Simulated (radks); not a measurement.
Values are calculated unless marked as measured or tabulated.
Isoelectronic series with 32 electrons, each ion in its NIST ground configuration. Code: a radial shooting solver on a logarithmic mesh with Libxc functionals. Model: scalar-relativistic Kohn-Sham, r2SCAN, spin-polarised, spherical densities, finite nucleus; open shells are filled with parallel spins first (spin-orbit coupling, left out, can overturn this in heavy ions); meta-GGA in the generalised Kohn-Sham scheme; Fermi nuclear charge, rms radius of each element as measured or else 0.836 A^(1/3) + 0.57 fm. Total energies (hartree) and orbital eigenvalues (hartree) (* marks an orbital that is empty in some or all of the ions):

ion	configuration	E (hartree)	4p down*	4p up	4s down	4s up	3d down
Ge	[Ar] 3d10 4s2 4p2	-2099.19989	-0.08468	-0.17151	-0.39974	-0.47188	-1.09235
Se2+	[Ar] 3d10 4s2 4p2	-2429.24530	-0.86779	-0.98466	-1.34023	-1.45063	-2.81922
Kr4+	[Ar] 3d10 4s2 4p2	-2786.10162	-1.99292	-2.13647	-2.62457	-2.76493	-5.11304
Sr6+	[Ar] 3d10 4s2 4p2	-3169.83309	-3.41606	-3.58443	-4.20980	-4.37715	-7.91327
Zr8+	[Ar] 3d10 4s2 4p2	-3580.58518	-5.12071	-5.31282	-6.08134	-6.27414	-11.19639
Mo10+	[Ar] 3d10 4s2 4p2	-4018.54629	-7.09885	-7.31406	-8.23280	-8.45011	-14.95036
Ru12+	[Ar] 3d10 4s2 4p2	-4483.94247	-9.34617	-9.58407	-10.66137	-10.90260	-19.16822
Pd14+	[Ar] 3d10 4s2 4p2	-4977.02317	-11.86034	-12.12065	-13.36620	-13.63095	-23.84565
Cd16+	[Ar] 3d10 4s2 4p2	-5498.06136	-14.64017	-14.92273	-16.34763	-16.63560	-28.97987
